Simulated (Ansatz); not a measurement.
Molecule: trichloro(hydroxy)silane, sum formula HSiOCl3, charge 0, multiplicity 1. 
Structure (B3LYP-D3(BJ)/def2-TZVP (Ansatz, a quantum-chemistry and plane-wave program) minimum search):
```xyz
6

Si     0.2280    -0.0390     0.1385
Cl     0.3609     1.6070    -1.0631
Cl    -0.2065    -1.6452    -1.0459
Cl    -1.2385     0.2241     1.5130
O      1.6023    -0.2744     0.9646
H      2.4188    -0.4195     0.4774
```
Charge 0, spin multiplicity 1.

Basis-set convergence of Hartree-Fock and CCSD(T) correlation energies (hartree) with Ansatz. Cores are frozen in the correlated levels unless marked. Spin-orbit coupling is left out. No relativistic terms.

```
basis            functions        E(HF)  E(corr, CCSD(T))  rough core time
---------------  ---------  -----------  ----------------  ---------------
aug-cc-pV(D+d)Z        160  -1743.13414          -0.80874             27 s
aug-cc-pV(T+d)Z        289            ?                 ?            3 min
```

Problem. Some entries are withheld; supply them.

Solution. 
- aug-cc-pV(T+d)Z, E(HF): -1743.21583
- aug-cc-pV(T+d)Z, E(corr, CCSD(T)): -1.02661
